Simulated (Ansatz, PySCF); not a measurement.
Reaction R1 → P1, each structure at its B3LYP-D3(BJ)/def2-TZVP stationary point, reached from a drawn start (curvature not checked).
R1, H2OTi (SMILES [OH][TiH]) (charge 0, multiplicity 3):
```
atom    x (Å)    y (Å)    z (Å)
----  -------  -------  -------
Ti    -0.2565  -0.4052  -0.7846
O     -0.5517   0.0349   0.9523
H     -0.2573   0.4667   1.7556
H      1.0655  -0.0965  -1.9232
```
P1, H2OTi (SMILES [O]=[TiH2]) (charge 0, multiplicity 1):
```xyz
4

Ti     0.0000     0.0000    -0.0249
O      0.0000     0.0000     1.5739
H      1.5744     0.0000    -0.7745
H     -1.5744     0.0000    -0.7745
```

P less R. No zero-point or thermal terms; singlets are restricted closed shells; open shells are unrestricted; no spin–orbit coupling. The spin states of the d-block species are the ones drawn and need not be the lowest.

Run with Ansatz (Gaussian basis) for Hartree–Fock, density functionals and correlated methods; PySCF for the D3/D4 terms. Each number belongs to the level named beside it.

### Question
One of these levels gives -0.24 kcal/mol for the reaction energy. Which?
A. B3LYP/def2-TZVPP
B. PBE-D4/def2-TZVPP
C. r2SCAN-D4/def2-TZVPP
D. PBE0-D4/def2-TZVPP

### Answer
C, r2SCAN-D4/def2-TZVPP. The others give -7.90 (PBE-D4/def2-TZVPP), 4.59 (B3LYP/def2-TZVPP), 6.95 (PBE0-D4/def2-TZVPP)

Ansatz is a quantum-chemistry and plane-wave program.
